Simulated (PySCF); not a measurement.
**Ionisation energy of Zn(26+) by level of theory**

Zn(26+) [He] 2s2 → Zn(27+) [He] 2s1 [2s1/2^1, M_J = 1/2], as a difference of total energies. Calculation: PySCF 2.14, in an uncontracted even-tempered set (17 s from 8.4 bohr⁻², ratio 2.4; 11 p from 11 bohr⁻², ratio 2.4; 5 d from 35 bohr⁻², ratio 2.6; 4 f from 53 bohr⁻², ratio 2.6); the two-component X2C-1e Hamiltonian. Correlated levels: nothing frozen; the 28 highest virtual spinors dropped. "Screened" scales the spin-orbit matrix elements by Boettger's factors to mimic the two-electron term; Breit and QED terms are absent.

```tsv
method	ionisation energy (eV)
GHF (screened spin-orbit)	2663.8
GMP2 (screened spin-orbit)	2668.8
```

Task: How much does correlation contribute at GMP2 (screened spin-orbit)?

Result: 2668.8 − (2663.8) = 5.0 eV, measured against GHF (screened spin-orbit).

For comparison: 2669.9 ± 2.5 eV (semi-empirical (NIST evaluation); NIST Atomic Spectra Database, ionization energies).
